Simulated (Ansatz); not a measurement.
Cost and result for the atomization energy of C2H5ClOSi, SMILES `O/C=C/[SiH2]Cl` (10 atoms, 9 bonds).

```xyz
10

O    -0.2997   -1.8319    1.5980
C     0.0274   -0.6970    0.9511
C    -0.4351   -0.3998   -0.2635
Si    0.0419    1.1693   -1.0710
Cl    1.2277    0.8415   -2.7311
H     0.1356   -1.8606    2.4535
H     0.6995   -0.0280    1.4872
H    -1.0970   -1.1132   -0.7476
H     0.8287    1.9867   -0.1133
H    -1.1290    1.9329   -1.5633
```

Charge 0, multiplicity 1. All single points use the PBE0-D4/def2-TZVP geometry. It is one conformer, not always the lowest. Program: Ansatz. All runs use 4 threads of an Arm Neoverse V2 on a shared host. Times are those of one run each, without the atoms' runs, and a repeat can differ threefold. Electronic energies, without spin–orbit coupling; frozen cores. CCSD(T)/CBS adds CCSD(T) − MP2 in def2-TZVPP to the MP2 limit, and its time is that of the two runs behind it. T1 = 0.012. B3LYP takes the VWN-RPA correlation (the form of Gaussian; ORCA's B3LYP/G).

CCSD(T)/CBS is a level of theory with its own doubt, some kJ/mol a heavy atom from the limit and from the frozen cores, so smaller differences don't rank the functionals.

| level | functions | wall time | atomization (kcal/mol) | difference from CCSD(T)/CBS | per bond |
| --- | --- | --- | --- | --- | --- |
| PBE-D4/def2-TZVPP (with forces) | 247 | 2.2 s | 915.7 | 18.6 | 2.1 |
| PBE0-D4/def2-TZVPP | 247 | 2.9 s | 898.6 | 1.5 | 0.2 |
| B3LYP-D4/def2-TZVPP (with forces) | 247 | 4.4 s | 894.0 | -3.1 | -0.3 |
| r2SCAN-D4/def2-TZVPP (with forces) | 247 | 4.5 s | 900.8 | 3.7 | 0.4 |
| B2PLYP/def2-TZVPP | 247 | 5 s | 885.7 | -11.4 | -1.3 |
| ωB97X-V/def2-TZVPP | 247 | 7 s | 899.0 | 1.9 | 0.2 |
| ωB97M-V/def2-TZVPP (with forces) | 247 | 11 s | 900.1 | 3.0 | 0.3 |
| MP2/def2-QZVPP | 461 | 19 s | 905.5 | 8.4 | 0.9 |
| CCSD(T)/def2-TZVPP | 247 | 2.1 min | 871.8 | -25.3 | -2.8 |
| CCSD(T)/CBS(def2) | – | 2.4 min | 897.1 | 0.0 | 0.0 |

The D4 term adds +8.2 kcal/mol with B3LYP and +4.3 kcal/mol with PBE0; it sums over pairs of atoms, weighted by their polarisabilities, and B3LYP, whose exchange is more repulsive, gets the larger term. In def2-TZVPP, CCSD(T) changes the Hartree–Fock value by +219.7 kcal/mol (the triples alone add +14.8 kcal/mol) and MP2 by +238.4 kcal/mol; breaking electron pairs costs correlation energy, which Hartree–Fock lacks. From PBE to PBE0 (25 % exact exchange), in def2-TZVPP and without D4, the atomization energy moves by −16.3 kcal/mol: exact exchange takes away binding that semilocal exchange gives to molecules.
